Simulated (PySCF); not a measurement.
Assignment exercise: C$_{8}$H$_{13}$OP

Mapped SMILES: `[CH3:1][c:2]1[o:3][c:4]([C:5]([CH3:6])([CH3:7])[CH3:8])[cH:9][p:10]1`. Hydrogens are named by the atom that carries them.

No relativistic terms, single conformer, gas phase, averaged over atoms made equivalent by symmetry, fast rotation or ring inversion. σ from GIAO-PBE0/pcSseg-1; coordinates at the GFN2-xTB level; PySCF 2.14.

Scale: TMS for 13C (σref 186.93), 1H (σref 31.72) (reference shieldings calculated alike).

(1) Assign these signals to the numbered atoms. 13C{1H} NMR (computed): δ 200.6 (C), 177.0 (C), 124.8 (CH), 36.5 (C), 32.8 (CH3), 21.6 (CH3).

(2) Assign these signals to the numbered atoms. 1H NMR (600 MHz, computed): δ 6.88 (m, 1H), 2.79 (m, 3H), 1.37 (s, 9H).

## Answers

(1) 
| δ (ppm) | atoms | environment | reason |
| --- | --- | --- | --- |
| 200.6 | C2 | substituted aromatic carbon next to the ring oxygen | – |
| 177.0 | C4 | substituted aromatic carbon next to the ring oxygen | – |
| 124.8 | C9 | aromatic CH | – |
| 36.5 | C5 | quaternary sp3 carbon on an aromatic ring | a saturated carbon with 4 carbon neighbours and no heteroatom attached |
| 32.8 | C6/C7/C8 | methyl carbon | aliphatic region, no heteroatom directly attached |
| 21.6 | C1 | methyl carbon on an aromatic ring | a saturated carbon with 1 carbon neighbour and no heteroatom attached |

(2) 
| δ (ppm) | atoms | environment | reason |
| --- | --- | --- | --- |
| 6.88 | H(C9) | hydrogen on an aromatic CH | the ring current deshields protons in the ring plane |
| 2.79 | H(C1) | hydrogen on a methyl carbon on an aromatic ring | benzylic-type position, deshielded by the ring |
| 1.37 | H(C6)/H(C7)/H(C8) | hydrogen on a methyl carbon | – |

Splittings by 31P in the carbon and heteronuclear signals aren't shown, as no couplings were computed. Shifts are as computed. Against solution values, carbons near 30 ppm lie about +3 ppm off and those near 130 ppm about +5 ppm. Of 1211 compounds with measured shifts, 218 miss one by over three times the rms of a fit or turn the order of signals round; such compounds aren't used in these exercises. Multiplicities follow the n + 1 count of equivalent neighbours, as no J values were calculated; m marks all less simple cases, F and P coupling included.
